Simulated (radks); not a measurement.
Species: La. Configuration: [Xe] 5d3 (not the ground configuration). All-electron calculation, Dirac Kohn-Sham, PBEsol, spin-unpolarised, spherical densities, point nucleus; open shells are shared between the two j in proportion to 2j + 1. Program: a radial shooting solver on a logarithmic mesh with Libxc functionals. Some entries of the table are withheld. Estimate them.

| orbital | occ. | eigenvalue (eV) | <r^2> (bohr^2) | r(max) (bohr) |
|---|---|---|---|---|
| 1s1/2 | 2 | -38699.04 | 0.0008541 | 0.01608 |
| 2s1/2 | 2 | -6155.800 | (1) | 0.09112 |
| 2p1/2 | 2 | -5805.935 | 0.009964 | 0.06951 |
| 2p3/2 | 4 | -5393.087 | 0.01123 | 0.07467 |
| 3s1/2 | 2 | -1314.158 | 0.09294 | 0.2607 |
| 3p1/2 | 2 | -1166.640 | 0.08777 | 0.2473 |
| 3p3/2 | 4 | -1086.194 | 0.09541 | 0.2586 |
| 3d3/2 | 4 | -827.6263 | 0.07850 | 0.2082 |
| 3d5/2 | 6 | -810.4096 | 0.08068 | 0.2114 |
| 4s1/2 | 2 | -262.8895 | 0.4832 | (2) |
| 4p1/2 | 2 | -208.6237 | 0.5179 | 0.6192 |
| 4p3/2 | 4 | -191.4639 | 0.5600 | 0.6434 |
| 4d3/2 | 4 | -102.4884 | 0.6742 | 0.6676 |
| 4d5/2 | 6 | -99.5102 | 0.6912 | 0.6756 |
| 5s1/2 | 2 | -36.0885 | 2.757 | 1.410 |
| 5p1/2 | 2 | -21.4954 | 3.558 | 1.547 |
| 5p3/2 | 4 | -19.0388 | 3.916 | 1.615 |
| 6s1/2 | 0 | -2.7119 | 26.05 | 3.993 |
| 4f5/2 | 0 | -1.7290 | 2.082 | 0.7433 |
| 5d3/2 | 1.2 | -1.5302 | 14.65 | (3) |
| 4f7/2 | 0 | -1.4599 | 2.169 | 0.7483 |
| 5d5/2 | 1.8 | -1.3863 | 15.73 | (4) |

Answer. 
(1) 2s1/2 <r^2> (bohr^2): 0.01357
(2) 4s1/2 r(max) (bohr): 0.6087
(3) 5d3/2 r(max) (bohr): 2.314
(4) 5d5/2 r(max) (bohr): 2.364
